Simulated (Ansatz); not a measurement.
Two isomers of C3H11BSi: A = `BCC(C)[SiH3]`, B = `CB[SiH2]CC`.

Calculated with Ansatz (gas phase, PBE0-D4/def2-TZVP geometries, no zero-point term in ΔE). CCSD(T)/CBS is the MP2 limit (def2-TZVPP, def2-QZVPP) plus CCSD(T) − MP2 in def2-TZVPP, frozen cores. DFT in def2-TZVPP. B3LYP here is the variant with VWN-RPA as its local correlation; programs differ in this. One conformer a species, not always the lowest.

A:

```xyz
16

B     1.044    0.695   -1.915
C     1.035    0.321   -0.413
C    -0.127   -0.503    0.143
C     0.178   -1.099    1.514
Si   -1.683    0.558    0.187
H     1.786    1.542   -2.322
H     0.379    0.085   -2.706
H     1.271    1.174    0.235
H     1.968   -0.285   -0.373
H    -0.336   -1.318   -0.561
H     1.062   -1.744    1.471
H     0.384   -0.314    2.248
H    -0.652   -1.699    1.895
H    -2.877   -0.237    0.584
H    -1.927    1.161   -1.154
H    -1.504    1.666    1.168
```

B:

Z-matrix (Å, degrees):
```
C
B 1 1.554
H 1 1.091 2 116.7
H 1 1.094 2 113.7 3 129.6
H 1 1.104 2 103.8 3 -117.3
Si 2 2.020 1 124.8 3 17.7
H 2 1.202 1 117.4 3 -167.5
C 6 1.885 2 114.5 1 -16.4
H 6 1.498 2 106.8 1 105.3
H 6 1.495 2 110.1 1 -139.5
C 8 1.526 6 112.9 2 -65.7
H 8 1.095 6 108.8 2 171.5
H 8 1.096 6 108.3 2 56.7
H 11 1.093 8 111.8 6 179.2
H 11 1.093 8 111.3 6 -60.6
H 11 1.094 8 111.6 6 59.0
```

(1) Which is lower in electronic energy at CCSD(T)/CBS, and by how much? (Estimate.)

(2) Give E(B) − E(A) in kJ/mol with B2PLYP, PBE-D4, CCSD/def2-TZVPP, B3LYP-D4, PBE0-D4, ωB97M-V, MP2/def2-TZVPP. (Estimate.)

Largest T1 diagnostic: 0.011.

Answers

(1) Computed: B, by 28.6 kJ/mol.

(2) The calculation gave: B2PLYP -30.8, PBE-D4 -39.8, CCSD/def2-TZVPP -28.3, B3LYP-D4 -32.1, PBE0-D4 -36.7, ωB97M-V -26.9, MP2/def2-TZVPP -22.0. None reverses the order clearly.

From PBE to PBE0 (25 % exact exchange), in def2-TZVPP and without D4, E(B) − E(A) moves by +3.7 kJ/mol. The D4 term adds +4.2 kJ/mol with B3LYP and +2.0 kJ/mol with PBE0; it sums over pairs of atoms, weighted by their polarisabilities, and B3LYP, whose exchange is more repulsive, gets the larger term.
